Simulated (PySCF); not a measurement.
Spin–spin coupling constants

Geometry:
| atom | x (Å) | y (Å) | z (Å) |
| --- | --- | --- | --- |
| F1 | 1.283 | 1.786 | 0.746 |
| C2 | 1.616 | 0.576 | 0.350 |
| N3 | 2.782 | 0.088 | 0.587 |
| Se4 | 2.802 | -1.550 | -0.147 |
| N5 | 1.111 | -1.402 | -0.750 |
| C6 | 0.667 | -0.232 | -0.393 |
| C7 | -0.723 | 0.221 | -0.705 |
| C8 | -1.694 | -0.063 | 0.422 |
| F9 | -2.909 | 0.397 | 0.120 |
| F10 | -1.801 | -1.369 | 0.661 |
| F11 | -1.307 | 0.524 | 1.559 |
| H12 | -0.744 | 1.305 | -0.888 |
| H13 | -1.089 | -0.299 | -1.600 |

Method: B3LYP/pcJ-1 (pcSseg-1 on Se) (spin–dipole term only in couplings to heteroatoms)//PBE0-D3(BJ)/def2-SVP, PySCF; isolated molecule, single conformer, non-relativistic. Couplings are averaged over pairs made equivalent by symmetry, fast rotation or ring inversion, so a value needn't be that of the named pair in this geometry, while other rotamers aren't included; one pair stands for each set, and the list holds those of at least 1.5 Hz over up to four bonds, among pairs with at least one F or H atom (others weren't computed). One-bond C–F couplings come out tens of Hz too large with common functionals.

Isotopes: $^{19}$F, $^{13}$C, $^{1}$H, $^{15}$N.

| pair | bonds | J (Hz) |
| --- | --- | --- |
| F1, C2 | 1 | -348.7 |
| C7, H12 | 1 | ? |
| C8, F9 | 1 | -344.4 |
| F1, N3 | 2 | -37.3 |
| F1, C6 | 2 | ? |
| C6, H12 | 2 | -6.1 |
| C7, F9 | 2 | ? |
| C8, H12 | 2 | -7.8 |
| F9, F10 | 2 | ? |
| H12, H13 | 2 | -14.9 |
| F1, N5 | 3 | 2.5 |
| F1, C7 | 3 | -3.9 |
| C2, H12 | 3 | ? |
| N5, H12 | 3 | -3.4 |
| C6, F9 | 3 | 2.8 |
| F9, H12 | 3 | 9.7 |

Estimate the withheld couplings, with signs.

Results:


- $^{1}J$(C7,H12) = 139.7 Hz (bond length 1.099 Å, sp3 carbon)
- $^{2}J$(F1,C6) = 39.4 Hz (angle at C2 120°)
- $^{2}J$(C7,F9) = 33.9 Hz (mean over equivalent pairs that range from 32.0 to 37.0 Hz in this conformer)
- $^{2}J$(F9,F10) = 60.3 Hz (mean over equivalent pairs that range from 55.3 to 67.7 Hz in this conformer)
- $^{3}J$(C2,H12) = 3.1 Hz (mean over equivalent pairs that range from 1.7 to 4.6 Hz in this conformer)

Relativistic effects of the heavier atoms present are left out.
